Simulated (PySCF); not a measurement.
C2H9AlN (SMILES [CH3][Al+]([CH3])<-[NH3]), charge +1, singlet, at a GFN2-xTB geometry (such geometries of metal compounds can be far from the true shape).

Here is a job for PySCF.
```python
from pyscf import gto, scf, dft

mol = gto.M(
    atom='''
Al    0.01199329    0.34667919    0.08755376
C     1.48758980    0.97761759   -1.04554454
H     2.45137424    0.54729738   -0.74320267
H     1.60350287    2.06685546   -1.00634165
H     1.33428592    0.71009673   -2.09994981
C    -1.44310664    0.44948260    1.40355889
H    -2.37780839    0.02622469    1.01099351
H    -1.66067687    1.48159817    1.70148486
H    -1.20536768   -0.09981917    2.32396150
N    -0.05153868   -1.66689595   -0.41781603
H    -0.72496371   -1.85202661   -1.16430651
H    -0.33018681   -2.25999863    0.36733153
H     0.84779964   -2.02138680   -0.75154347
''',
    basis='sto-3g',
    charge=1,
    verbose=4,
)

mf = dft.RKS(mol)
mf.xc = 'mn15'
mf.kernel()
```

### Question
What does this run give for the total energy, HOMO-LUMO gap, HOMO energy, Mulliken (on the basis functions themselves) charges in atom order?

### Answer

```yaml
total_energy: -745.187634 Ry
HOMO-LUMO gap: 10.81 eV
HOMO energy: -12.10 eV
Mulliken (on the basis functions themselves) charges in atom order: Al1 1.07, C2 -0.42, H3 0.08, H4 0.09, H5 0.08, C6 -0.42, H7 0.08, H8 0.09, H9 0.08, N10 -0.50, H11 0.26, H12 0.26, H13 0.26
```
